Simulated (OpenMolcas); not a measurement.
V3+ in a point-charge field

V3+ among 4 point charges of -1 e arranged as a square (D4h), 2.32 Å from the ion.

```yaml
Program: OpenMolcas
Method: CASSCF
Basis: ANO-RCC-VDZP [5s4p2d1f]
Scalar_Hamiltonian: DKH2, point nucleus
Active_space: 2 electrons in 5 orbitals (3d)
State_averaging: 2S+1 = 3 even, 10 roots; 2S+1 = 1 even, 15 roots
Spin-orbit_coupling: state interaction with AMFI integrals over the reference wave functions
```

The lowest spin-free states (labels of D4, the rotations of D4h), above the lowest:

```csv
State,Degeneracy,E (cm-1),Free-ion L (%)
3A2,1,0.0,F (98)
3E,2,457.5,F (98)
3B2,1,1234,F (100)
3B1,1,2552,F (100)
3E,2,2725,F (100)
1B2,1,13733,D (97)
1B1,1,14239,D (94)
1E,2,14935,D (89)
1A1,1,15085,D (86)
3E,2,16607,P (98)
1A1,1,19927,G (87)
1E,2,20343,G (90)
1B2,1,21156,G (97)
3A2,1,21820,P (98)
1B1,1,22080,G (94)
1E,2,23940,G (99)
1A2,1,27770,G (100)
1A1,1,27822,G (99)
1A1,1,54115,S (98)
```

The lowest levels with spin-orbit coupling:

| E (cm-1) | Degeneracy | Label | 2S+1 | g |
| --- | --- | --- | --- | --- |
| 0.0 | 1 | A1 | 3 |  |
| 106.4 | 2 | E | 3 | 0.00 0.00 3.57 |
| 594.3 | 1 | A2 | 3 |  |
| 674.8 | 1 | B1 | 3 |  |
| 742.7 | 2 | E | 3 | 0.00 0.00 1.83 |
| 758.7 | 1 | B2 | 3 |  |
| 815.2 | 1 | A1 | 3 |  |
| 1483 | 2 | E | 3 | 0.00 0.00 2.56 |
| 1548 | 1 | B1 | 3 |  |
| 2469 | 1 | B2 | 3 |  |
| 2661 | 1 | B1 | 3 |  |
| 2705 | 2 | E | 3 | 0.00 0.00 5.23 |
| 2972 | 1 | B2 | 3 |  |
| 3078 | 2 | E | 3 | 0.00 0.00 5.60 |
| 3266 | 1 | A2 | 3 |  |
| 3267 | 1 | A1 | 3 |  |
| 13950 | 1 | B2 | 1 |  |
| 14445 | 1 | B1 | 1 |  |
| 15140 | 2 | E | 1 | 0.00 0.00 1.97 |
| 15299 | 1 | A1 | 1 |  |

Powder χT (cm3 K/mol): 0.00293 at 2 K, 0.0146 at 10 K, 0.112 at 50 K, 0.299 at 100 K, 0.594 at 200 K, 0.854 at 300 K. The effective moment at 300 K is 2.828 √(χT) = 2.61 μB.

The lowest level has 2S+1 = 3, for which the spin-only value is χT = S(S+1) / 2 = 1.000 cm3 K/mol (g = 2). The computed 0.854 at 300 K differs by -0.146, through orbital momentum, spin-orbit coupling and any other state in reach.

Without dynamic correlation the repulsion within the d shell is too large (B by tens of per cent), so at a given field states of lower spin stand too high. The ground term spreads over less than 5000 cm-1, several times less than with real ligands, so orbital moments are less quenched and χT lies further from the spin-only value than at real sites. Point charges carry no covalency, so the field is a model and not that of real ligands. No measured value stands beside these numbers.

With an even number of electrons the g values are those of a degenerate or nearly degenerate non-Kramers pair.
